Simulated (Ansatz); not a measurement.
A CCSD(T) single point on `C=[CH][SnH2][CH]=C`.

```yaml
crystal:
  periodic: [false, false, false]
  atoms:
    - {symbol: C, position_ang: [-1.067739, 1.917770, 0.557542]}
    - {symbol: C, position_ang: [-0.212271, 1.345552, 1.396219]}
    - {symbol: Sn, position_ang: [0.758868, -0.490637, 0.932943]}
    - {symbol: C, position_ang: [-0.184062, -1.306054, -0.788465]}
    - {symbol: C, position_ang: [0.415322, -1.379090, -1.971196]}
    - {symbol: H, position_ang: [-1.311563, 1.481277, -0.407830]}
    - {symbol: H, position_ang: [-1.565674, 2.855506, 0.794432]}
    - {symbol: H, position_ang: [-0.007008, 1.829947, 2.348372]}
    - {symbol: H, position_ang: [0.639913, -1.556375, 2.266998]}
    - {symbol: H, position_ang: [2.409662, -0.235924, 0.558088]}
    - {symbol: H, position_ang: [-1.205622, -1.670097, -0.699158]}
    - {symbol: H, position_ang: [-0.083860, -1.791425, -2.845467]}
    - {symbol: H, position_ang: [1.434534, -1.035347, -2.127577]}
basis:
  gaussian: {orbitals: def2-TZVPP}
correlation: {method: ccsd_t}
```

```sh
$ ansatz run in.yaml --threads 2 --pin off --events-out ev --progress --plain --max-ram 22528MiB --backend cuda --devices 0, --max-vram 18GiB
```

The program prints (abridged):

```
Functional definition: HF
1840 factors; integrals over basis functions are off by at most 9.4e-4 eV
mean field evaluation 1: about -10049.3158 eV, gradient 3.8e1 eV
mean field evaluation 2: about -10049.5739 eV, gradient 3.7e1 eV
mean field evaluation 4: about -10053.5087 eV, gradient 3.9e0 eV
mean field evaluation 8: about -10053.5629 eV, gradient 2.0e-1 eV
mean field -10053.56300687 eV, -369.4616259526 hartree, gradient 2.2e-6 eV, S^2 0.000000; 0 other end points of the search recorded, 0 dependent functions left out
8 core orbitals not correlated: weight in the atoms' cores, before any rotation towards them, 1.000 or more for the frozen orbitals, at most 0.000 for the correlated occupied ones
reference -10053.56300687 eV, -369.4616259526 hartree; 19, 19 occupied and 259, 259 virtual orbitals, 1840 factors
second order -26.78850713 eV of doubles, -0.00000000 eV of singles
cycle   1  -26.99733665 eV  change   -2.1e-1 eV  update   1.2e-1
cycle   2  -27.74998901 eV  change   -7.5e-1 eV  update   3.6e-2
cycle   3  -27.87391684 eV  change   -1.2e-1 eV  update   1.7e-2
cycle   4  -27.86530215 eV  change    8.6e-3 eV  update   4.6e-3
cycle   5  -27.86647650 eV  change   -1.2e-3 eV  update   1.8e-3
cycle   6  -27.86709021 eV  change   -6.1e-4 eV  update   4.7e-4
cycle   7  -27.86695074 eV  change    1.4e-4 eV  update   1.7e-4
cycle   8  -27.86696200 eV  change   -1.1e-5 eV  update   5.2e-5
cycle   9  -27.86697871 eV  change   -1.7e-5 eV  update   2.1e-5
perturbative correction -1.15701660 eV, -0.0425195758 hartree
Total energy: -10082.58700218 eV, -370.5282381070 hartree
```

It took 4 s on 2 threads of an AMD EPYC 7R13 on a shared host and a share of an NVIDIA H100 80 GB, with 0.84 GiB of host memory at the peak.

Correlation energy per correlated electron: -0.764 eV. T1 diagnostic: 0.0126.
